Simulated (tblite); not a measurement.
Compound: C5H13N3OSi.
Atom-mapped SMILES: `[CH3:1][C:2](=[O:3])[NH:4][C@H:5]1[CH2:6][CH2:7][Si:8]1([NH2:9])[NH2:10]` (hydrogens: H11, H12, H13 on C1; H14 on N4; H15 on C5; H16, H17 on C6; H18, H19 on C7; H20, H21 on N9; H22, H23 on N10)

Structure used (GFN2-xTB), in Å, numbered top down from 1:
```xyz
23
C5H13N3OSi angstrom
C      2.2843    1.7825   -1.6196
C      1.0476    1.0349   -1.1683
O     -0.0653    1.5423   -1.1598
N      1.2594   -0.2236   -0.7685
C      0.1555   -1.0373   -0.3289
C      0.3797   -1.8415    0.9586
C     -0.9917   -1.6163    1.6190
Si    -1.3237   -0.1036    0.4860
N     -1.1805    1.3096    1.4748
N     -2.7157   -0.1538   -0.5306
H      2.0099    2.7926   -1.9086
H      3.0108    1.8246   -0.8104
H      2.7381    1.2775   -2.4699
H      2.1843   -0.6245   -0.8177
H     -0.1446   -1.7002   -1.1461
H      0.6375   -2.8884    0.7946
H      1.1713   -1.3811    1.5524
H     -1.6588   -2.4517    1.4275
H     -0.9431   -1.4768    2.6954
H     -1.1499    2.1909    0.9857
H     -0.4987    1.3086    2.2169
H     -2.6240    0.3734   -1.3855
H     -3.5871    0.0886   -0.0871
```

Computed values, GFN2-xTB/tblite, gas phase, harmonic and unscaled. This tight-binding method is rough: wavenumbers can miss measured ones by several per cent, in bad cases by 10 to 20. One conformer, not necessarily the lowest.

Harmonic wavenumbers (cm⁻¹): 59.1, 73.1, 74.9, 110.5, 129.8, 152.9, 179.9, 181.0, 200.1, 222.3, 248.2, 312.5, 350.4, 454.1, 457.8, 497.7, 591.6, 598.1, 619.1, 645.5, 648.8, 683.9, 742.8, 806.9, 847.2, 873.4, 902.0, 951.3, 960.6, 973.5, 1003.1, 1004.7, 1032.0, 1084.2, 1151.4, 1160.8, 1180.4, 1222.5, 1230.9, 1270.9, 1306.8, 1373.1, 1434.4, 1460.3, 1471.8, 1482.2, 1498.7, 1507.1, 1509.6, 1699.6, 2913.9, 2965.5, 2980.1, 3017.2, 3022.0, 3026.2, 3033.3, 3066.3, 3413.6, 3459.3, 3461.8, 3497.7, 3498.9.

A = 1712, B = 916.7, C = 748.4 MHz; mass 159.083 u (most abundant isotopes); point group C1, symmetry number 1.

Q: Zero-point energy?

A: Half the sum of the wavenumbers: 40995 cm⁻¹ = 117.21 kcal/mol.

Q: Give the ideal-gas entropy at 298.15 K and 1 bar in the rigid-rotor, harmonic-oscillator model (classical rotation).

A: Translation 41.13, rotation 29.99, vibration 41.01: S = 112.1 cal/(mol K).

Q: And Cp and H(298.15 K) − H(0)?

A: Cp = 49.48 cal/(mol K), of which vibrations give 41.53 (their classical limit is 63 R = 125.2); H(298.15 K) − H(0) = 8.85 kcal/mol without the zero-point energy, 6.48 from vibrations.

Q: What must be added to the electronic energy to get the Gibbs energy at 298.15 K and 1 bar?

A: ZPE + [H(298.15 K) − H(0)] − T·S = 117.21 + 8.85 − 33.43 = 92.63 kcal/mol.

Q: Which modes carry the vibrational entropy at 298.15 K?

A: 59.1 cm⁻¹: 4.49; 73.1 cm⁻¹: 4.07; 74.9 cm⁻¹: 4.02; 110.5 cm⁻¹: 3.26; 129.8 cm⁻¹: 2.95; 152.9 cm⁻¹: 2.64 cal/(mol K); the other 57 give 19.59 together.

Hindered rotation and anharmonicity are outside this model. Other conformers, if any are populated, would add a mixing term that is left out. The structure is chiral; the term R ln 2 for an equal mix with its mirror image is left out.
